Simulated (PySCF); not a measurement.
## Computed properties of chloro(ethenylsilyl)silane (C2H7ClSi2), SMILES C=C[SiH2][SiH2]Cl

chloro(ethenylsilyl)silane (C2H7ClSi2), SMILES C=C[SiH2][SiH2]Cl. Geometry optimised at TPSSh-D3(BJ)/def2-SVP. The values are those of a single conformer. All values are computed for the isolated molecule unless a solvent is named; none is compared with measurement here.

**Structure.** All 30 harmonic modes at TPSSh-D3(BJ)/def2-SVP (PySCF) are real, so it is a minimum. With heavy atoms numbered as in [CH2:1]=[CH:2][SiH2:3][SiH2:4][Cl:5], the shortest bond between them is C1–C2 at 1.343 Å and the longest Si3–Si4 at 2.349 Å.

**Vibrations.** The strongest infrared lines (harmonic, unscaled, degenerate partners summed) lie at 761 cm⁻¹ (436 km/mol, H 85 %, Si 10 %), 2259 cm⁻¹ (168 km/mol, H 96 %), 2240 cm⁻¹ (107 km/mol, H 98 %). The softest mode is at 40 cm⁻¹ and the zero-point energy is 49.3 kcal/mol.

**Electronic structure.** B3LYP/def2-TZVP (PySCF) places the frontier levels at -7.45 and -1.25 eV, a gap of 6.20 eV, and gives a dipole moment of 2.33 D and a mean polarisability of 93.5 bohr³. PBE/def2-TZVP (PySCF) at the same geometry gives -6.56 and -2.00 eV, so its gap is 1.64 eV narrower. An orbital gap is neither the optical nor the fundamental gap.

**Excitations.** TDDFT-CAM-B3LYP/def2-SVPD (PySCF) has S1 at 5.92 eV (210 nm, f = 0.138, bright); the most intense of the 10 singlets computed lies at 6.82 eV (f = 0.25). T1 (TDA) is at 4.07 eV. TDDFT-PBE/def2-SVPD (PySCF) puts S1 at 5.03 eV. No vertical singlet excitation falls in the visible range (under 3.1 eV).

**NMR.** GIAO shifts at PBE0/pcSseg-1 (PySCF) (non-relativistic, atoms alike by connectivity averaged): ¹³C from 137.6 to 151.0 ppm against TMS; ¹H from 4.5 to 6.7 ppm against TMS; ²⁹Si from -62.9 to -19.2 ppm against TMS. Without spin–orbit terms, shifts of atoms bonded to Cl or Br come out too high.

**Solvation.** SMD-M06-2X/6-31G* (PySCF) gives 1.7 kcal/mol in water, -3.5 kcal/mol in chloroform, -3.0 kcal/mol in acetonitrile (1 M in both phases, gas-phase geometry).
